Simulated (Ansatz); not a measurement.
Input and output for `CC[N](C)[Zr]([F])([F])[N](C)CC`.

```yaml
crystal:
  periodic: [false, false, false]
  atoms:
    - {symbol: C, position_ang: [0.699769, 1.702148, 2.960841]}
    - {symbol: C, position_ang: [-0.263966, 1.956464, 1.812234]}
    - {symbol: N, position_ang: [-0.513354, 0.803501, 0.966304]}
    - {symbol: C, position_ang: [-1.259638, -0.255040, 1.593883]}
    - {symbol: Zr, position_ang: [0.256998, 1.062498, -0.881626]}
    - {symbol: F, position_ang: [-0.639803, 2.561109, -1.701764]}
    - {symbol: F, position_ang: [2.147285, 1.405457, -0.659659]}
    - {symbol: N, position_ang: [-0.191215, -0.638778, -1.888138]}
    - {symbol: C, position_ang: [-1.326414, -0.663751, -2.784520]}
    - {symbol: C, position_ang: [0.500794, -1.904866, -1.825290]}
    - {symbol: C, position_ang: [1.649610, -1.884031, -0.836720]}
    - {symbol: H, position_ang: [0.308101, 0.952777, 3.651698]}
    - {symbol: H, position_ang: [0.868956, 2.619650, 3.529487]}
    - {symbol: H, position_ang: [1.661786, 1.350258, 2.581317]}
    - {symbol: H, position_ang: [0.146757, 2.771376, 1.192233]}
    - {symbol: H, position_ang: [-1.217141, 2.347892, 2.199527]}
    - {symbol: H, position_ang: [-0.715615, -0.722023, 2.425610]}
    - {symbol: H, position_ang: [-1.481803, -1.037269, 0.865686]}
    - {symbol: H, position_ang: [-2.215988, 0.112922, 1.993651]}
    - {symbol: H, position_ang: [-1.025044, -0.903636, -3.813599]}
    - {symbol: H, position_ang: [-2.067133, -1.413244, -2.472685]}
    - {symbol: H, position_ang: [-1.829725, 0.307965, -2.810322]}
    - {symbol: H, position_ang: [0.876570, -2.180433, -2.822986]}
    - {symbol: H, position_ang: [-0.212795, -2.694551, -1.541504]}
    - {symbol: H, position_ang: [1.298575, -1.642187, 0.172531]}
    - {symbol: H, position_ang: [2.412058, -1.152839, -1.118531]}
    - {symbol: H, position_ang: [2.132386, -2.861361, -0.787646]}
basis:
  gaussian: {orbitals: def2-SVPD}
hamiltonian: {xc: {name: CAM-B3LYP}, dispersion: d4, pseudopotentials: {relativity: scalar}}
accuracy: high
```

```sh
$ ansatz run in.yaml --threads 11 --pin off --events-out ev --progress --plain --max-ram 120832MiB --backend cuda --devices 0, --max-vram 75GiB
```

It prints (some lines left out):

```
Functional definition: CAM-B3LYP
7627 factors; integrals over basis functions are off by at most 1.4e-8 eV
1292 factors; integrals over basis functions are off by at most 2.2e-9 eV
mean field evaluation 1: about -16156.6528 eV, gradient 9.1e1 eV
mean field evaluation 2: about -16133.9321 eV, gradient 1.5e2 eV
mean field evaluation 4: about -16173.9182 eV, gradient 4.4e0 eV
mean field evaluation 8: about -16174.2302 eV, gradient 4.3e-1 eV
mean field evaluation 16: about -16174.2307 eV, gradient 2.7e-4 eV
mean field -16174.23066618 eV, -594.3920136948 hartree, gradient 2.6e-8 eV, S^2 0.000000; 0 other end points of the search recorded, 0 dependent functions left out
reference -16174.23070037 eV, -594.3920149512 hartree; 48, 48 occupied and 320, 320 virtual orbitals, 7627 factors
Total energy: -16174.88641752 eV, -594.4161121119 hartree
Relativity: scalar
```

Run time 6.5 s (11 threads of an AMD EPYC 7R13 on a shared host and a whole NVIDIA H100 80 GB); peak host memory 1.9 GiB.
